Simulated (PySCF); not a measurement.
Job file and geometry (Å, from GFN2-xTB) of an NMR shielding run on `CC(=O)[C@@H]1C[Si@H](C(N)=O)O1`, C$_{5}$H$_{9}$NO$_{3}$Si, GIAO PBE0/pcSseg-1 NMR shielding, non-relativistic, gas phase in PySCF 2.14.0, density-fitted response routines; density fitting, a coarse starting grid and PySCF grid level 2 are the driver's defaults:

```
$ OMP_NUM_THREADS=1 python probes_run.py task.json out

{"job": {"kind": "nmr", "xc": "PBE0", "basis": "pcSseg-1"}, "charge": 0, "multiplicity": 1}
C     -2.736174     0.622415     0.697626
C     -1.239166     0.609162     0.582242
O     -0.499509     0.631977     1.536518
C     -0.705681     0.493927    -0.827555
C     -0.290993    -0.967402    -1.087188
Si     1.473345    -0.220613    -1.197385
C      2.740678    -0.536663     0.208421
N      2.339050    -0.209635     1.447446
O      3.839939    -1.000296    -0.034497
O      0.551317     1.147456    -0.955235
H     -3.169412    -0.142959     0.058055
H     -3.102118     1.590781     0.359681
H     -3.037878     0.468512     1.730203
H     -1.402291     0.902445    -1.561550
H     -0.531641    -1.636677    -0.266373
H     -0.710397    -1.365617    -2.004451
H      2.062488    -0.258466    -2.528528
H      1.429633     0.201582     1.615248
H      2.979006    -0.320680     2.219859
```

Q: What does the program print?

A: 
```
coarse grid: 16960 points
cycle   1  E = -764.7859890137  dE =  1.801e+00  |g| = 1.271e+00  |ddm| = 4.033e+00
cycle   2  E = -763.8102698855  dE =  9.757e-01  |g| = 2.568e+00  |ddm| = 3.286e+00
cycle   3  E = -765.0759095460  dE = -1.266e+00  |g| = 3.196e-01  |ddm| = 2.474e+00
cycle   4  E = -765.0937454505  dE = -1.784e-02  |g| = 1.475e-01  |ddm| = 3.403e-01
cycle   5  E = -765.0973065598  dE = -3.561e-03  |g| = 5.388e-02  |ddm| = 1.347e-01
cycle   6  E = -765.0978714239  dE = -5.649e-04  |g| = 1.524e-02  |ddm| = 4.858e-02
cycle   7  E = -765.0979098310  dE = -3.841e-05  |g| = 5.570e-03  |ddm| = 1.351e-02
cycle   8  E = -765.0979154356  dE = -5.605e-06  |g| = 1.178e-03  |ddm| = 5.078e-03
final grid: 160936 points
cycle   9  E = -765.1857761168  dE = -1.274e-05  |g| = 1.848e-02  |ddm| = 3.117e-02
cycle  10  E = -765.1855895362  dE =  1.866e-04  |g| = 3.649e-02  |ddm| = 3.702e-02
cycle  11  E = -765.1858389688  dE = -2.494e-04  |g| = 2.949e-03  |ddm| = 2.599e-02
cycle  12  E = -765.1858406083  dE = -1.639e-06  |g| = 6.074e-04  |ddm| = 2.445e-03
cycle  13  E = -765.1858406650  dE = -5.677e-08  |g| = 2.540e-04  |ddm| = 7.013e-04
cycle  14  E = -765.1858406759  dE = -1.091e-08  |g| = 9.829e-05  |ddm| = 2.335e-04
cycle  15  E = -765.1858406777  dE = -1.709e-09  |g| = 2.857e-05  |ddm| = 9.228e-05
cycle  16  E = -765.1858406778  dE = -1.587e-10  |g| = 6.542e-06  |ddm| = 2.835e-05
converged SCF energy = -765.1858406778

GIAO shielding tensors (ppm)
atom      isotropic    diamagn.    paramagn.     s11        s22        s33       span
  0 C      157.717     252.844     -95.127    137.656    144.690    190.806     53.150
  1 C      -32.192     251.222    -283.414   -118.028    -78.892    100.344    218.371
  2 O     -264.963     403.521    -668.484   -784.687   -373.262    363.059   1147.746
  3 C      105.708     254.650    -148.943     82.081     92.547    142.495     60.414
  4 C      162.307     255.848     -93.540    132.911    160.196    193.815     60.905
  5 Si     345.364     880.520    -535.157    302.675    347.011    386.405     83.731
  6 C        8.182     251.309    -243.127    -75.013      3.757     95.802    170.814
  7 N      127.599     323.362    -195.763      4.707    157.725    220.364    215.657
  8 O     -146.824     395.015    -541.839   -527.353   -245.472    332.351    859.704
  9 O      251.066     399.218    -148.152    191.815    265.123    296.260    104.444
 10 H       29.369      30.212      -0.842     26.004     29.909     32.196      6.192
 11 H       29.349      28.387       0.963     26.035     28.031     33.982      7.947
 12 H       29.587      28.493       1.094     25.899     27.799     35.063      9.164
 13 H       26.419      33.829      -7.409     22.719     25.173     31.367      8.648
 14 H       30.216      33.323      -3.107     27.995     28.459     34.194      6.199
 15 H       29.421      31.922      -2.500     26.484     27.183     34.597      8.113
 16 H       26.223      29.258      -3.035     22.737     24.702     31.231      8.494
 17 H       22.543      34.166     -11.624     15.178     23.143     29.307     14.130
 18 H       26.230      29.383      -3.153     21.723     23.497     33.469     11.746
```

Size and cost of the density-fitted run: 222 basis functions, 2.2 min wall time on 1 thread of an Intel Xeon, shared host; peak memory 1 GiB.
